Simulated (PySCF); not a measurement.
C3H10OSi2, SMILES C1[SiH2]C[Si@@H](C)O1.

Coordinates come from a PBE-D3(BJ)/def2-SVP optimisation. The structure was generated by enumeration; whether it is a known compound was not checked. The values are those of a single conformer.

Computed with SMD-PBE0/def2-SVP (PySCF).

Solvation free energies are E(SMD) − E(gas) at the gas-phase geometry, for 1 M in both phases. In vacuum the dipole moment is 1.14 D.

Task: Estimate the solvation free energies in water, ethanol, chloroform. (An estimate is asked for; the answer gives what the named calculation found.)

Result: 
```
solvent     ΔG(solv) (kcal/mol)  its non-electrostatic (CDS) part  dipole (D)
----------  -------------------  --------------------------------  ----------
water                      -0.1                               4.5        1.66
ethanol                    -3.7                               0.4        1.59
chloroform                 -3.1                              -0.8        1.38
```
